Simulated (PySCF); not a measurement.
# Gas-phase XPS of `CC(C)(C)[P@@]1(=O)C=C1F`, computed

Compound: C6H10FOP.
SMILES with atom numbers: `[CH3:1][C:2]([CH3:3])([CH3:4])[P@@:5]1(=[O:6])[CH:7]=[C:8]1[F:9]`

Structure used (PBE0-D3(BJ)/def2-SVP), in Å, numbered top down from 1:
```
atom  x, y, z in Å
C1    -0.6821   -1.1484   -1.2975
C2    -0.4498   -0.0221   -0.2858
C3    -1.0827    1.2805   -0.7850
C4    -0.9760   -0.4006    1.0927
P5     1.3713    0.2781   -0.2514
O6     1.9090    0.6396   -1.5939
C7     2.0028    0.7961    1.3383
C8     2.2033   -0.4980    1.0942
F9     2.8079   -1.5038    1.6714
H10   -1.7638   -1.2984   -1.4450
H11   -0.2537   -2.1007   -0.9470
H12   -0.2271   -0.9028   -2.2678
H13   -2.1678    1.1403   -0.9160
H14   -0.6486    1.5811   -1.7493
H15   -0.9335    2.1036   -0.0680
H16   -0.5063   -1.3214    1.4721
H17   -0.8033    0.3981    1.8300
H18   -2.0621   -0.5780    1.0355
H19    2.2334    1.5765    2.0655
```

Method: delta-SCF UKS SCAN, pcX-2 on the ionised atom, pcseg-1 elsewhere, spin-free X2C (PySCF). Binding energies are ΔSCF values: E(core-ionised, relaxed orbitals) − E(ground state) at a fixed geometry, referred to the vacuum level.

What binding energy does each computed site have?

```
 atom(s)                 bonded to    level  binding energy (eV)  2p1/2 (eV)  above the level's lowest (eV)  count
C1/C3/C4                 C and 3 H     C 1s               290.75           –                           0.00      3
      C2                 3 C and P     C 1s               291.02           –                          +0.27      1
      P5   O (double bond) and 3 C  P 2p3/2               138.04      138.93                           0.00      1
      P5   O (double bond) and 3 C     P 1s              2152.02           –                           0.00      1
      O6           P (double bond)     O 1s               536.26           –                           0.00      1
      C7  C (double bond), H and P     C 1s               290.99           –                          +0.24      1
      C8  F, C (double bond) and P     C 1s               293.24           –                          +2.49      1
      F9                         C     F 1s               693.66           –                           0.00      1
```

The listed C 1s values span 2.49 eV, from C1/C3/C4 (bonded to C and 3 H) to C8 (bonded to F, C (double bond) and P). The widest gap between neighbouring values is 2.22 eV, between 291.02 and 293.24 eV. The values 290.99 and 291.02 eV lie too close for their order to be trusted.

Give the binding energy of P 1s of P5 in hartree and in kJ/mol.

2152.02 eV = 79.0853 Eh = 207638 kJ/mol.

Which photon energy gives electrons from P 1s of P5 a kinetic energy of 50 eV, and what is their de Broglie wavelength?

hν = 2152.02 + 50 = 2202.02 eV, recoil neglected; λ = 12.264 Å/√(E/eV) = 1.73 Å.

Topologically equivalent atoms share the value of their first member; where this conformer doesn't relate them by symmetry, their own values could differ. The 2p values aren't plain energy differences: one relaxed spin-free 2p hole is combined with a matrix within the shell (ground-state 2p orbital-energy differences and spin–orbit coupling). 2p3/2, the mean of its two sublevels, lies a third of the splitting below the shell's mean and 2p1/2 two thirds above it; the statistical areas are 2:1. 2p1/2 minus 2p3/2 (ligand field included): P 0.89 eV. Isolated species at its PBE0-D3(BJ)/def2-SVP geometry, gas phase.

On an Arm Neoverse N1 with one thread, shared host, this took 6.3 min wall.
